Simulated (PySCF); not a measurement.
Positional isomers: furan mercapto+boryl. Gas-phase values, no solvent. One relaxed conformer stands for each flexible species; it need not be the lowest. Strings in code marks are SMILES. All members: neutral, multiplicity 1. Level: PBE-D3(BJ)/def2-TZVP // PBE0-D3(BJ)/def2-SVP (PySCF). Delta-SCF ions had no search for a lower state.  The removal energy is E(N − 1 electrons) − E(N electrons) at the parent's geometry; ε(HOMO) is measured against the vacuum level.

```csv
species,−ε(HOMO) (eV),vertical ionisation energy (Delta-SCF) (eV)
"`Bc1cocc1S` (H–B–C–C torsion 0°, C–C–S–H torsion 0°)",5.40,8.24
"`Bc1ccoc1S` (H–B–C–C torsion 0°, O–C–S–H torsion 180°)",5.50,8.19
"`Bc1ccc(S)o1` (H–B–C–O torsion 180°, O–C–S–H torsion 0°)",5.67,8.30
"`Bc1occc1S` (H–B–C–O torsion 0°, C–C–S–H torsion 0°)",5.72,withheld
"`Bc1coc(S)c1` (H–B–C–C torsion 0°, O–C–S–H torsion 71°)",5.98,8.70
"`Bc1cc(S)co1` (H–B–C–O torsion 0°, C–C–S–H torsion 73°)",6.05,8.84
```

Problem. Fit vertical ionisation energy (Delta-SCF) = a + b·x to the 5 complete rows by least squares, with x = −ε(HOMO) in eV. Give a, b and the rms residual, and predict the withheld value.

Solution. Means of the 5 rows: x̄ = 5.72, ȳ = 8.454 eV. Σ(x − x̄)² = 0.3298 and Σ(x − x̄)(y − ȳ) = 0.3256, so b = 0.987 and a = ȳ − b·x̄ = 2.808 eV. The rms residual is 0.074 eV. At x = 5.72 the line gives 8.45 eV. The run for `Bc1occc1S` (H–B–C–O torsion 0°, C–C–S–H torsion 0°) gave 8.49 eV, so the line is off by 0.04 eV, within twice the rms residual.

Codes: PySCF.
